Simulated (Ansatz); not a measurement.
Geometry optimisation, Ansatz, RKS B3LYP-D4/6-31G*.

The input (input.yaml):

```yaml
crystal:
  periodic: [false, false, false]
  atoms:
    - { symbol: B, position_ang: [0.089278, 0.627268, -0.474338] }
    - { symbol: F, position_ang: [-0.221419, 0.095218, 1.980021] }
    - { symbol: "N", position_ang: [1.300125, 0.024368, -0.827259] }
    - { symbol: H, position_ang: [1.367098, -0.885467, -1.26347] }
    - { symbol: H, position_ang: [2.196325, 0.446451, -0.631293] }
    - { symbol: C, position_ang: [-1.316927, 0.009358, -0.840179] }
    - { symbol: H, position_ang: [-1.351631, -1.055301, -0.582392] }
    - { symbol: H, position_ang: [-2.142007, 0.501798, -0.313806] }
    - { symbol: H, position_ang: [-1.531091, 0.085086, -1.917238] }
    - { symbol: H, position_ang: [0.185382, 1.71741, 0.014859] }
    - { symbol: H, position_ang: [-0.015933, 0.959312, 1.698595] }
basis:
  gaussian: { orbitals: "6-31G*" }
hamiltonian:
  xc: b3lyp
  dispersion: d4
relax:
  f_tol: 0.03
  max_steps: 50
```

Command:

```bash
$ ansatz run input.yaml --threads 1 --pin off --max-ram 2048MiB --backend cpu --events-out ev --progress --plain --runs-dir out
```

Where does it end, and by what steps?

It converged. After 14 steps the energy has fallen by 0.104 eV; H8 moved furthest, 0.81 Å.

| step | energy less start (eV) | largest force component (eV/Å) | accepted |
| --- | --- | --- | --- |
| 0 | 0.0000 | 0.483 | yes |
| 1 | -0.0275 | 0.959 | yes |
| 2 | -0.0446 | 0.510 | yes |
| 3 | -0.0326 | 0.781 | no |
| 4 | -0.0569 | 0.088 | yes |
| 5 | -0.0667 | 0.059 | yes |
| 6 | -0.0726 | 0.506 | yes |
| 7 | -0.0846 | 0.305 | yes |
| 8 | -0.0904 | 0.203 | yes |
| 9 | -0.0988 | 0.204 | yes |
| 10 | -0.1006 | 0.124 | yes |
| 11 | -0.1024 | 0.102 | yes |
| 12 | -0.1032 | 0.045 | yes |
| 13 | -0.1032 | 0.055 | yes |
| 14 | -0.1035 | 0.015 | yes |

```xyz
11
Properties=species:S:1:pos:R:3
B 0.137 0.556 -0.555
F -0.414 0.569 2.249
N 1.339 -0.093 -0.822
H 1.385 -1.014 -1.240
H 2.247 0.288 -0.593
C -1.275 -0.049 -0.882
H -1.239 -1.030 -1.370
H -1.840 -0.157 0.054
H -1.861 0.627 -1.519
H 0.236 1.656 -0.054
H -0.156 1.172 1.576
```

Whether the end is a true minimum wasn't checked by a vibrational analysis.

Run time: 40 s on 1 thread of Arm Neoverse V2, on a shared host, peak memory 0.17 GiB.
